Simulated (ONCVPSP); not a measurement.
## Cutoff test, hydrogen (H), ONCV

H (Z = 1), optimised norm-conserving Vanderbilt (ONCV), made with ONCVPSP 4.0.1 (PBEsol, scalar-relativistic). Core none, reference 1s1. Waves: 1s: rc 1.50 bohr, ncon 4, nbas 7, qcut 7.8 1/bohr, 2 projectors, debl 1.9 Ha; p scattering state at 0.11 Ha: rc 1.30 bohr, ncon 4, nbas 7, qcut 6.1 1/bohr, 3 projectors, debl 3.2 Ha. Local part: polynomial inside 0.80 bohr (lpopt 5, dvloc0 0 Ha). Core correction: none.

For each optimised wave give the share of its norm inside rc, the residual kinetic energy above qcut (Ha) and the cutoffs (Ha) for errors of 10, 1, 0.1 and 0.01 mHa per electron.

```tsv
wave	norm inside rc	residual KE	10 mHa	1 mHa	0.1 mHa	0.01 mHa
1s	0.525	1.4e-07	7.1	13.3	18.9	23.5
s projector 2	0.116	1.4e-06	8.8	15.5	21.6	26.5
p projector 1	0.013	5.7e-07	0.7	2.0	5.3	11.0
p projector 2	0.132	1.2e-04	6.9	12.5	18.9	28.2
p projector 3	0.082	8.6e-04	11.4	15.0	26.3	45.3
```

The occupied waves need 13 Ha and 19 Ha for 1 and 0.1 mHa.
